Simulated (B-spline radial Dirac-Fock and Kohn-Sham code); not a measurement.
## Two-hole binding energies of Ti

System: neutral titanium, [Ar] 3d3 4s1 (not the ground configuration).

Method: relaxed Dirac-Fock hole states (ΔSCF) with Breit and QED corrections and a finite nucleus. Computed with an atomic code on a B-spline grid. U is the two-hole binding energy less the two single-hole energies, the effective repulsion of the holes after relaxation. Each two-hole energy is an average over J within one jj subconfiguration.

| holes | E(a) (eV) | E(b) (eV) | E(ab) (eV) | U (eV) |
| --- | --- | --- | --- | --- |
| 1s⁻² | 4970.7 | 4970.7 | 10242.3 | 300.9 |
| 1s⁻¹ 2p1/2⁻¹ | 4970.7 | 466.0 | 5510.4 | 73.6 |
| 1s⁻¹ 2p3/2⁻¹ | 4970.7 | 460.4 | 5503.6 | 72.5 |
| 1s⁻¹ 3p1/2⁻¹ | 4970.7 | 40.99 | 5030.6 | 18.9 |
| 1s⁻¹ 3p3/2⁻¹ | 4970.7 | 40.38 | 5029.8 | 18.7 |
| 2s⁻² | 567.6 | 567.6 | 1181.4 | 46.2 |
| 2s⁻¹ 2p3/2⁻¹ | 567.6 | 460.4 | 1068.9 | 41.0 |
| 2p1/2⁻¹ 2p3/2⁻¹ | 466.0 | 460.4 | 976.2 | 49.8 |
| 2p3/2⁻² | 460.4 | 460.4 | 971.7 | 50.9 |
| 2p1/2⁻¹ 3p3/2⁻¹ | 466.0 | 40.38 | 523.8 | 17.4 |
| 2p3/2⁻¹ 3p1/2⁻¹ | 460.4 | 40.99 | 518.9 | 17.5 |
| 3p1/2⁻² | 40.99 | 40.99 | 97.38 | 15.4 |
| 3p1/2⁻¹ 3p3/2⁻¹ | 40.99 | 40.38 | 95.58 | 14.2 |
| 3p3/2⁻² | 40.38 | 40.38 | ? | ? |

Q: Give the missing two-hole energy and U.

A: E(ab) = 95.30 eV and U = 14.5 eV.
